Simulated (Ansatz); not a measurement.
The cluster As₇⁻. The state is a singlet with charge -1. Geometry relaxed at PBE0-D4/def2-SVPD.

Cartesian coordinates in Å:
```
As -1.944 -1.147 0.085
As 0.167 -1.665 1.214
As 0.406 0.814 -1.702
As 0.523 0.860 1.646
As 2.014 1.526 -0.092
As -1.248 1.310 0.025
As 0.082 -1.698 -1.176
```

The structure comes from a short search, and lower isomers may exist.

(1) Estimate the harmonic wavenumbers at RKS PBE0-D4/def2-SVPD (Ansatz, unscaled). Is this a minimum?

Answers

(1) 84, 92, 128, 150, 162, 176, 191, 210, 224, 238, 266, 268, 275, 287, 321 cm⁻¹. Yes, no mode is imaginary beyond noise. Zero-point energy 18.4 kJ/mol. Hardware: 4 threads of AMD EPYC 9B45 on a shared host. Wall time 4.7 min, peak host memory 1.9 GiB.
